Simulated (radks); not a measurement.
Q: Successive ionisation energies (eV) of one element, from differences of total energies of ions in their ground configurations, starting at charge 44: 2185.7, 3914.1, 4040.0, 4167.3, 4296.0, 4426.2, 4557.7, 4690.5, 4824.7, 4960.1, 5096.8, 5462.0, 5581.0, 5700.5, 5820.3, 5940.2, 6060.0, 6302.1, 6408.3, 14992.8, 15315.0, 15638.7. All-electron calculation, non-relativistic Kohn-Sham, LDA (Slater exchange, Perdew-Wang correlation), spin-unpolarised, spherical densities, point nucleus; relativity is left out, which matters for an element this heavy. Program: a radial shooting solver on a logarithmic mesh with Libxc functionals. Which element is it?

A: Tantalum (Z = 73). The first species listed is Ta44+ in [Ar] 3d10 4s1, the last Ta65+ in [He] 2s2 2p4.
